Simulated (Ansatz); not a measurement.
Z-matrix (Å, degrees):
```
C
C 1 1.499
H 1 1.091 2 109.3
H 1 1.090 2 112.6 3 122.5
H 1 1.093 2 108.7 3 -116.7
C 2 1.428 1 119.8 3 -133.1
O 2 1.246 1 118.7 3 47.6
C 6 1.371 2 119.5 1 -179.1
H 6 1.080 2 120.6 1 0.9
O 8 1.308 6 121.1 2 -0.1
C 8 1.497 6 123.6 2 179.9
H 10 1.025 8 104.7 6 0.0
C 11 1.527 8 110.3 6 118.3
C 11 1.527 8 110.3 6 -118.4
H 11 1.094 8 107.0 6 -0.0
H 13 1.091 11 110.5 8 61.7
H 13 1.092 11 111.4 8 -58.6
H 13 1.092 11 110.0 8 -178.7
H 14 1.092 11 111.4 8 58.6
H 14 1.092 11 110.0 8 178.7
H 14 1.091 11 110.5 8 -61.7
```

Charge 0, multiplicity 1.

Q: List the PBE/def2-TZVPP orbital energies in eV (Ansatz). (An estimate is asked.)

A: Ansatz gave: Occupied: -510.96, -509.88, -271.08, -271.06, -269.47, -268.92, -268.82, -268.81, -268.70, -27.08, -25.71, -20.40, -19.17, -18.04, -17.08, -15.99, -14.33, -13.68, -12.21, -11.68, -11.21, -11.06, -10.86, -10.57, -10.17, -9.65, -9.57, -9.20, -9.00, -8.60, -8.38, -8.31, -8.26, -5.89, -5.88. Lowest empty: -2.18, 0.29, 0.82, 0.90, 1.28, 1.68, 1.93, 1.99.
